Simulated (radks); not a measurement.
The numbers below are computed, except where a source is named.
Spherical quantum dot in the effective-mass picture: electrons in a well V = -V0 / (1 + exp((r - R)/a)) with V0 = 8.75, R = 2.7, a = 0.28, all in effective atomic units (hartree* = m*/eps^2 hartree, bohr* = eps/m* bohr), one dielectric constant everywhere. Level of theory: non-relativistic Kohn-Sham, LDA (Slater exchange, Perdew-Wang correlation), spin-polarised, spherical densities (a radial shooting solver with Libxc functionals). Levels are named by radial order and angular momentum (1s, 1p, 1d, 2s, ...), and open shells are averaged over m. Results are scaled to m* = 0.27 and eps = 9, for which hartree* = 90.7 meV and bohr* = 1.764 nm.

N = 5, configuration 1s2 1p(up 3, down 0). This is the lowest configuration that the search found. Occupied and some empty levels:

level    occupation  eigenvalue (meV)  <r> (nm)
1s up             1           -498.97     2.555
1s down           1           -486.32     2.546
1p up             3           -443.16     2.951
1p down           0           -430.08     2.960
1d up             0           -369.04     3.240
1d down           0           -356.43     3.255
2s up             0           -320.54     2.608
2s down           0           -311.72     2.615
1f up             0           -280.71     3.479
1f down           0           -268.94     3.497

Energy (meV): total -2899.15, kinetic 400.61, external -3755.0, Hartree 642.95, exchange-correlation -187.70.
